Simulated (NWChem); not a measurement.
## Correlation energy of H4HfS

```xyz
6

Hf    -0.0296     0.4283     0.0000
H     -1.8278     0.8709     0.0000
H      0.7950     1.1403     1.4927
H      0.7950     1.1403    -1.4927
S      0.2194    -1.9937     0.0000
H     -1.1396    -2.0923     0.0000
```
Charge 0, spin multiplicity 1.

All runs are NWChem calculations. All single points use one geometry, from B3LYP/def2-SVP with def2 effective core potentials on Hf, a minimum by its harmonic frequencies.

Basis set: def2-SVP. Each correlation energy counts from its own Hartree-Fock reference.

Effective core potentials replace the inner electrons of Hf; spin-orbit coupling is left out. The correlated methods keep 5 core orbitals frozen. The structure started from a generated list of species. Coupled-cluster values serve here as a point of comparison, not as the truth.

Q: Order these methods by the correlation energy they give, lowest first: MP2, CCSD+T(CCSD), CR-CCSD(T), CCSD, SCS-MP2.

A: CCSD+T(CCSD) (-402.6 mHa), CR-CCSD(T) (-399.1 mHa), CCSD (-389.9 mHa), MP2 (-353.0 mHa), SCS-MP2 (-349.7 mHa)
